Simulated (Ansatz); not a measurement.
The first iterations of a band of CH6OSi + FH + FH (13 atoms, charge 0, multiplicity 1).

All numbers below come from RKS PBE0-D4/def2-SVP in Ansatz 0.2.0.

* movable images: 7
* climbing image: yes
* spring: 5.0 eV/Å²
* optimiser: quadratic models (default)
* start path: through a guess of the saddle point
* force threshold: 0.05 eV/Å
* iteration limit: 60
* end points: relaxed

First end point:

```xyz
13
Properties=species:S:1:pos:R:3
Si -0.785 -0.173 -0.836
C 0.976 -0.665 -1.196
H -1.738 -0.458 -1.942
H -1.253 -1.062 0.316
O -0.948 1.416 -0.416
H 0.485 0.864 2.016
F 0.992 1.468 1.495
H -0.950 -0.596 1.686
F -0.553 -0.257 2.477
H 1.613 -0.364 -0.349
H 1.074 -1.752 -1.345
H 1.347 -0.154 -2.098
H -0.260 1.733 0.192
```

Last end point:

```xyz
13
Properties=species:S:1:pos:R:3
Si -1.559 0.882 0.055
C 1.676 -1.003 -0.643
H -1.898 -0.546 -0.096
H -2.675 1.741 0.532
O -0.938 1.404 -1.375
H -0.037 -0.457 2.067
F -0.411 1.006 1.232
H 1.130 -1.231 0.282
F -0.124 -1.357 2.285
H 2.614 -0.488 -0.394
H 1.904 -1.939 -1.171
H 1.068 -0.356 -1.290
H -0.751 2.342 -1.485
```

| iteration | highest image above the first end (eV) | largest band force component (eV/Å) |
| --- | --- | --- |
| 1 | 2.919 | 5.925 |
| 2 | 1.674 | 3.172 |
| 3 | 1.596 | 1.906 |
| 4 | 1.568 | 0.902 |
| 5 | 1.564 | 2.964 |
| 6 | 1.601 | 0.560 |
| 7 | 1.688 | 0.608 |
| 8 | 1.629 | 0.840 |
| 9 | 1.517 | 0.706 |

Q: Does the band converge within its limit, and where does its top end?

A: It converged. It ended after 28 iterations with the highest image 1.519 eV above the first end. Neighbouring images differ by up to 1.7 eV, so the band resolves the path poorly. A vibrational analysis at the climbing image gives one clearly imaginary mode, 1126i cm⁻¹: a first-order saddle point. The orbitals stay closed-shell, which can raise the energy where a bond breaks towards radicals; this wasn't checked here.

Time of the run: 6.5 min on 2 threads of AMD EPYC 9R14 (Zen 4) (shared host), peak memory 0.29 GiB.
